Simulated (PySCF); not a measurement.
C2H7Cl3Si2, SMILES Cl[SiH2]CC[SiH](Cl)Cl at its B3LYP/def2-SVP optimised geometry (Å):

```
14

Si    -2.5510    -2.0312     3.0295
Cl    -1.7833    -3.9697     2.9157
C     -1.9095    -1.0199     1.5716
C     -0.3733    -0.9267     1.4766
Si     0.2496     0.0497     0.0000
Cl    -0.4412    -0.8317    -1.7515
Cl     2.3251     0.0497     0.0000
H     -4.0364    -2.1153     2.9960
H     -2.1043    -1.4418     4.3221
H     -2.3251    -1.4604     0.6486
H     -2.3638    -0.0146     1.6596
H      0.0545    -0.4519     2.3786
H      0.0741    -1.9343     1.4231
H     -0.2088     1.4604     0.0000
```

Level of theory: B3LYP/def2-TZVP in PySCF.

Map of the electron localisation function on the plane z = 0.8 Å:

```
|                           |
|                           |
|                           |
|                           |
|                           |
|          .=**-            |
|         .#@@@%:           |
|         -@@@@@-    .      |
|         :%@@@@=   :--:    |
|          #@@@%-  -+*+=:   |
|    .:.   :*%%*:.:+###*=.  |
|   .=**:   :==:.:=#%%%#+:  |
|   .+##+.  :=-..-*#%%%%*-  |
|   .-+*+: :*%*-:-*#%%%%*-  |
|    .-++-:=%@@#=:=#%%%#*:  |
|    :=**+=+#@@%+.:*%%%#+:  |
|   .+%@@#==*#%#-  =*##*-.  |
|   -%@@@%=-=*#+:  .=++-.   |
|   :%@@@%:.-#%#=   .::.    |
|    +%@@+. :%@@#.          |
|    .-+=.  .%@@%:          |
|            =%%*.          |
|             .:.           |
|                           |
|        .                  |
|       ...                 |
|       ..                  |
```
Scale: ten equal steps from 0.000 (start of ' ') to 0.998 (end of '@'), in the order ' .:-=+*#%@'; x runs from -4.50 to 4.50, y from -4.50 (bottom) to 4.50 (top).
